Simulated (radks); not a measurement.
Neutral ruthenium, 44 electrons, occupied as [Kr] 4d7 5s1 (the NIST ground configuration). All-electron calculation, scalar-relativistic Kohn-Sham, PBE, spin-polarised, spherical densities, point nucleus; open shells are filled with parallel spins first (spin-orbit coupling, left out, can overturn this in heavy ions); hard spherical wall at 3 bohr. Program: a radial shooting solver on a logarithmic mesh with Libxc functionals.

Normalised radial functions P(r) = r R(r), r in bohr:

r	4s up	4s down
0.002426	0.0829	0.0834
0.003109	0.1016	0.1021
0.003984	0.1232	0.1239
0.005106	0.1475	0.1484
0.006595	0.1747	0.1756
0.008452	0.2010	0.2021
0.01083	0.2242	0.2255
0.01388	0.2394	0.2407
0.01793	0.2392	0.2405
0.02297	0.2143	0.2155
0.02944	0.1559	0.1567
0.03773	0.0576	0.0579
0.04873	-0.0826	-0.0831
0.06245	-0.2356	-0.2370
0.08003	-0.3620	-0.3640
0.1026	-0.3986	-0.4008
0.1325	-0.2791	-0.2805
0.1698	0.0001	0.0004
0.2175	0.3541	0.3563
0.2788	0.5995	0.6027
0.3572	0.5407	0.5430
0.4614	0.0995	0.0985
0.5913	-0.5208	-0.5256
0.7578	-1.0116	-1.0165
0.971	-1.1328	-1.1347
1.254	-0.8861	-0.8841
1.607	-0.5174	-0.5122
2.06	-0.2232	-0.2187
2.64	-0.0556	-0.0546

4s up: eigenvalue -61.306 eV, 3 radial nodes at r = 0.0422, 0.170, 0.481 bohr, <r> = 1.04 bohr, 90 % of the charge inside 1.51 bohr. 4s down: eigenvalue -59.064 eV, 3 radial nodes at r = 0.0422, 0.170, 0.481 bohr, <r> = 1.03 bohr, 90 % of the charge inside 1.51 bohr.
